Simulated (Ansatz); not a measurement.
Basis sets compared for In10P10. The state is a singlet with charge 0. Geometry PBE-D4/def2-SVP. Ansatz on 2 threads of AMD EPYC 7R13 on a shared host and a share (18 GiB) of an NVIDIA H100 80GB HBM3; times are rough, and most runs start from earlier orbitals.

```xyz
20

P     1.761    2.402   -2.636
P     2.032    3.836    1.960
P    -2.137    2.590    0.109
P    -0.021    1.144    3.879
P     2.652   -2.341   -2.987
P    -1.522   -0.457   -2.390
P    -0.150   -4.483   -0.946
P     1.238   -0.346    0.377
P    -3.158    0.674    0.663
P    -3.092   -0.866   -0.939
In    2.231    3.323   -0.409
In    2.407   -0.060   -2.138
In   -0.255    1.380   -1.153
In    2.064    1.165    2.310
In   -0.489    2.927    2.090
In   -0.890   -0.496    2.055
In    2.504   -3.302   -0.056
In    0.160   -2.510   -2.440
In   -1.603   -2.944    0.351
In   -3.733   -1.636    2.302
```

In the def2 sets In takes a core potential; there is no spin–orbit coupling. Single mean-field runs in def2-SVP, def2-TZVP are fitted with def2-universal-jkfit. The restricted singlet is unstable towards broken spin symmetry in Hartree–Fock (as tested in another run); at PBE-D4/def2-TZVP, PBE0-D4/def2-SVP, PBE0-D4/def2-TZVP this wasn't settled.

Binding counts from free atoms (P quartet, In doublet) in the same basis, without a counterpoise term.

```json
{"level": "PBE-D4/def2-SVP (with forces)", "functions": "440", "energy (Eh)": "-5312.9769", "HOMO (eV)": "-4.70", "LUMO (eV)": "-4.04", "binding per atom (eV)": "2.69", "wall time": "6 s"}
{"level": "PBE0-D4/def2-SVP (with forces)", "functions": "440", "energy (Eh)": "-5313.1939", "HOMO (eV)": "-5.36", "LUMO (eV)": "-3.65", "binding per atom (eV)": "2.56", "wall time": "8 s"}
```

Task: Estimate the rows for PBE-D4/def2-TZVP, PBE0-D4/def2-TZVP.

Result: 
```json
{"level": "PBE-D4/def2-TZVP", "functions": "870", "energy (Eh)": "-5314.2064", "HOMO (eV)": "-4.70", "LUMO (eV)": "-4.03", "binding per atom (eV)": "2.73", "wall time": "9 s"}
{"level": "PBE0-D4/def2-TZVP", "functions": "870", "energy (Eh)": "-5314.4051", "HOMO (eV)": "-5.35", "LUMO (eV)": "-3.61", "binding per atom (eV)": "2.61", "wall time": "8.5 s"}
```
